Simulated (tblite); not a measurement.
Species: C5H5F3N2.
Z-matrix (Å and degrees, GFN2-xTB geometry), rows numbered from 1:
```
F 
C   1  1.3468
F   2  1.3362  1  106.51
F   2  1.3412  1  106.26  3   113.71
C   2  1.5207  1  111.92  3  -123.86
C   5  1.4909  2  111.30  1    61.88
C   6  1.3688  5  131.67  2   116.09
N   7  1.3561  6  110.15  5   179.72
C   8  1.3014  7  106.00  6     0.33
N   9  1.3540  8  111.87  7    -0.50
H   5  1.0906  2  107.92  1  -177.70
H   5  1.0943  2  107.15  1   -60.38
H   7  1.0709  6  128.75  5    -0.01
H   9  1.0711  8  125.00  7   179.86
H  10  1.0073  6  126.05  5     2.56
```

Method: GFN2-xTB as coded in tblite; computed harmonic values from a numerical Hessian at the method's own geometry, unscaled. This tight-binding method is rough: wavenumbers can miss measured ones by several per cent, in bad cases by 10 to 20. One conformer, not necessarily the lowest.

Harmonic wavenumbers (cm⁻¹): 35.3, 63.2, 102.8, 252.5, 269.5, 326.5, 344.9, 472.8, 475.2, 568.3, 603.7, 638.2, 650.3, 746.0, 802.1, 817.2, 832.0, 893.4, 905.5, 993.7, 1028.6, 1064.3, 1091.4, 1117.7, 1166.4, 1174.3, 1189.9, 1264.4, 1295.0, 1348.6, 1394.0, 1424.9, 1475.7, 1569.0, 2959.8, 3017.2, 3177.7, 3182.1, 3464.1.

A = 3322, B = 817.7, C = 763.8 MHz; mass 150.040 u (most abundant isotopes); point group C1, symmetry number 1.

**Question.** Zero-point energy?

**Answer.** ½Σν̃ = 22099 cm⁻¹ = 264.37 kJ/mol.

**Question.** Entropy at 298.15 K, 1 bar (ideal gas, RRHO, classical rotation)?

**Answer.** Translation 171.35, rotation 123.13, vibration 100.30: S = 394.8 J/(mol K).

**Question.** And Cp and H(298.15 K) − H(0)?

**Answer.** Cp = 141.53 J/(mol K), of which vibrations give 108.27 (their classical limit is 39 R = 324.3); H(298.15 K) − H(0) = 25.37 kJ/mol without the zero-point energy, 15.45 from vibrations.

**Question.** Blend soft modes into free rotors: weight 1/[1 + (100 cm⁻¹/ν̃)⁴] for the oscillator and the rest for a rotor with moment μB/(μ + B), μ = h/(8π²ν), B = 10⁻⁴⁴ kg m². What vibrational entropy results?

**Answer.** 88.82 J/(mol K) in place of 100.30, which changes −T·S at 298.15 K by +3.42 kJ/mol.

**Question.** How do the functions run with temperature in this model?

**Answer.** 
| T (K) | S (J/(mol K)) | Cp (J/(mol K)) | H − H(0) (kJ/mol) | G − H(0) (kJ/mol) | ln q(vib) |
| --- | --- | --- | --- | --- | --- |
| 150 | 320.2 | 83.2 | 8.80 | -39.24 | 2.79 |
| 250 | 371.6 | 122.0 | 19.02 | -73.88 | 4.83 |
| 400 | 441.8 | 179.5 | 41.77 | -134.96 | 7.99 |
| 600 | 525.6 | 233.2 | 83.48 | -231.91 | 12.27 |
| 900 | 629.7 | 278.1 | 160.90 | -405.80 | 18.39 |

q(vib) and H(0) count from the zero-point level.

Hindered rotation and anharmonicity are outside this model. Other conformers, if any are populated, would add a mixing term that is left out. The structure is chiral; the term R ln 2 for an equal mix with its mirror image is left out.
